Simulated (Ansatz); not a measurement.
`FB(F)OCC(F)(F)F`, relaxed with RKS PBE-D4/def2-SVP in Ansatz 0.2.0 from a rough embedded geometry. The force threshold is 0.03 eV/Å; the program also tests the step.

Charge 0, multiplicity 1.

Start:

```xyz
11

F     1.166    1.323    2.454
B     0.936    1.571    1.020
F     0.772    2.931    0.486
O     0.893    0.352    0.136
C    -0.371   -0.087    0.019
C    -0.388   -1.287   -0.938
F     0.426   -2.309   -0.420
F    -1.698   -1.807   -1.044
F     0.077   -0.936   -2.227
H    -0.766   -0.432    0.969
H    -1.046    0.681   -0.455
```

Problem. How much energy does the relaxation release, and in how many steps? (Best estimate.)

Solution. Computed: 2.00 eV, in 19 steps, 3 of them rejected.

Problem. Which bonds change most? (Estimate.)

Solution. The calculation gave: B2–O4 from 1.506 to 1.360 Å; F1–B2 from 1.473 to 1.327 Å; B2–F3 from 1.471 to 1.335 Å; O4–C5 from 1.343 to 1.412 Å.

Problem. Give the relaxed structure. (An estimate is asked.)

Solution. The calculation gave: 
```xyz
11

F     2.110    1.645    1.547
B     1.016    1.367    0.849
F     0.566    2.261   -0.034
O     0.371    0.194    1.088
C    -0.731   -0.201    0.299
C    -0.263   -1.082   -0.857
F     0.308   -2.221   -0.424
F    -1.318   -1.405   -1.637
F     0.645   -0.430   -1.622
H    -1.427   -0.793    0.925
H    -1.276    0.664   -0.134
```
